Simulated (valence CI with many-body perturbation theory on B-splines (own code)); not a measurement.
# Basis-set convergence for Ag¹⁶⁺

Calculated by relativistic CI+MBPT: three valence electrons over a frozen Dirac-Fock core [Ar] 3d10, a basis of 9 s, 9 p, 8 d, 6 f, 3 g, 1 h functions for each j, with the one-electron correlation potential Σ1, the two-electron term Σ2, the three-electron term Σ3, Breit, model QED; selected CI, second order for the rest, scaled by the run's own slope (own B-spline code, finite nucleus).

No measured spectrum was set against this ion. As an estimate, levels hold to about 250 cm⁻¹ or 0.2 % of their energy and the worst to 1 %, as in measured heavy ions of charge 2 to 7; those with d or f electrons hold less well.

The reference run has the lowest level 4s2 4p 2P°_1/2 and an ionisation energy of 409.294 eV. Its largest variational space holds 9364 state functions.

Names give the largest LS component (configuration and term), which can be under half, so a name can repeat, a term be missing and a line seem to break the LS rules; names also repeat where a configuration has a term twice. Letters in brackets count levels of one name in rising energy.

Changed runs:
A. basis 6 s, 6 p, 5 d, 3 f, 1 g
B. basis 5 s, 5 p, 4 d, 2 f

Excitation energies of the reference run in cm⁻¹, and shifts in cm⁻¹:

| Level | Reference | A | B |
| --- | --- | --- | --- |
| 4s2 4p 2P°_3/2 | 60324 | -8.1 | -9.2 |
| 4s 4p2 4P_1/2 | 278285 | -105 | -304 |
| 4s 4p2 4P_3/2 | 311988 | -138 | -399 |
| 4s 4p2 4P_5/2 | 333783 | -103 | -282 |
| 4s 4p2 2D_3/2 | 380160 | +33 | +173 |
| 4s 4p2 2D_5/2 | 402034 | -14 | +26 |
| 4s 4p2 2P_1/2 | 415249 | +131 | +489 |
| 4s 4p2 2S_1/2 | 475104 | +150 | +581 |
| 4s 4p2 2P_3/2 | 482975 | +115 | +441 |
| 4s2 4d 2D_3/2 | 600553 | +176 | +809 |
| 4s2 4d 2D_5/2 | 610667 | +171 | +799 |
| 4p3 4S°_3/2 [a] | 691144 | -35 | -78 |
| Ionisation energy (eV) | 409.294 | -0.017 | -0.052 |
